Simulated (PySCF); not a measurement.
CH8GeN2O, SMILES [NH2][Ge]([NH2])([OH])[CH3] at its PBE0/def2-SVP optimised geometry (Å):

```
13

C     -0.7532     1.1346     0.0000
Ge    -0.2931    -0.7465     0.0000
N     -1.0955    -1.5596    -1.4240
N     -0.7744    -1.8118     1.4075
O      1.4942    -0.7465     0.0000
H     -0.2988     1.6360     0.8662
H     -1.8435     1.2685     0.0367
H     -0.3679     1.6145    -0.9119
H     -0.8881    -2.5485    -1.5330
H     -0.9719    -1.0948    -2.3187
H     -1.7675    -2.0226     1.4562
H     -0.4555    -1.5003     2.3204
H      1.8435    -1.6360     0.1212
```

Method: PySCF 2.14.0 with PBE0/def2-TZVP.

Map of the HOMO−1 amplitude (bohr^(-3/2)) on the plane z = 0.8 Å; orbital energy -7.46 eV, overall sign arbitrary:

```
|-------------------------------|
|-------------------------------|
|-------------------------------|
|-------------------------------|
|-------------------------------|
|-------------------------------|
|-------------------------------|
|-------------:-----------------|
|------------:::----------------|
|--------------:----------------|
|----------------==========-----|
|--------===================----|
|--------===++++=============---|
|--------===++++==============--|
|---------============++======--|
|------------========+++++=====-|
|----------::-----==++**++=====-|
|-------::::..:::--==*##*++====-|
|-------::..  ..:---=+*#*++====-|
|------:::.    ::---=+**++=====-|
|------::..   .-----==++++=====-|
|-------::...:=++==============-|
|--------:--=*%#*++===========--|
|---------=+#@@%#*+===========--|
|--------==*#@@%#*+==========---|
|-------==+*####*++=========----|
|-------===+****+++========-----|
|------====+++++++=======-------|
|------======+++========--------|
|-------===============---------|
|-------==============----------|
```
Scale: ten equal steps from -0.069 (start of ' ') to 0.108 (end of '@'), in the order ' .:-=+*#%@'; x runs from -4.00 to 4.00, y from -4.00 (bottom) to 4.00 (top).
